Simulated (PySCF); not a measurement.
Computed properties of C4H3ClF2, SMILES C=C(F)/C(Cl)=C\F

C₄H₃ClF₂, SMILES C=C(F)/C(Cl)=C\F. Geometry optimised at B3LYP-D3(BJ)/def2-SVP. The structure was generated by enumeration; whether it is a known compound was not checked. The values are those of a single conformer. All values are computed for the isolated molecule unless a solvent is named; none is compared with measurement here.

**Structure.** The optimised structure has Cs symmetry. All 24 harmonic modes at B3LYP-D3(BJ)/def2-SVP (PySCF) are real, so it is a minimum. With heavy atoms numbered as in [CH2:1]=[C:2]([F:3])/[C:4]([Cl:5])=[CH:6]\[F:7], the shortest bond between them is C6–F7 at 1.326 Å and the longest C4–Cl5 at 1.748 Å.

**Vibrations.** The strongest infrared lines (harmonic, unscaled, degenerate partners summed) lie at 1736 cm⁻¹ (129 km/mol, C 94 %), 1016 cm⁻¹ (119 km/mol, C 75 %, F 15 %), 1190 cm⁻¹ (98 km/mol, C 61 %, F 31 %). The softest mode is at 54 cm⁻¹ and the zero-point energy is 38.2 kcal/mol.

**Electronic structure.** r2SCAN/def2-TZVP (PySCF) places the frontier levels at -6.21 and -2.20 eV, a gap of 4.01 eV, and gives a dipole moment of 1.04 D and a mean polarisability of 64.8 bohr³. PBE/def2-TZVP (PySCF) at the same geometry gives -6.00 and -2.31 eV, so its gap is 0.32 eV narrower. An orbital gap is neither the optical nor the fundamental gap.

**Excitations.** TDDFT-ωB97X/def2-SVPD (PySCF) has S1 at 5.74 eV (216 nm, f = 0.560, bright); the most intense of the 10 singlets computed lies at 5.74 eV (f = 0.56). T1 (TDA) is at 3.17 eV. TDDFT-PBE/def2-SVPD (PySCF) puts S1 at 4.98 eV. No vertical singlet excitation falls in the visible range (under 3.1 eV).

**NMR.** GIAO shifts at PBE0/pcSseg-1 (PySCF) (non-relativistic, atoms alike by connectivity averaged): ¹³C from 103.8 to 169.4 ppm against TMS; ¹H from 5.5 to 7.2 ppm against TMS; ¹⁹F from -117.1 to -111.1 ppm against CFCl3. Without spin–orbit terms, shifts of atoms bonded to Cl or Br come out too high.

**Solvation.** SMD-B3LYP/def2-SVP (PySCF) gives 1.6 kcal/mol in water, -2.0 kcal/mol in toluene, -1.9 kcal/mol in cyclohexanone (1 M in both phases, gas-phase geometry).
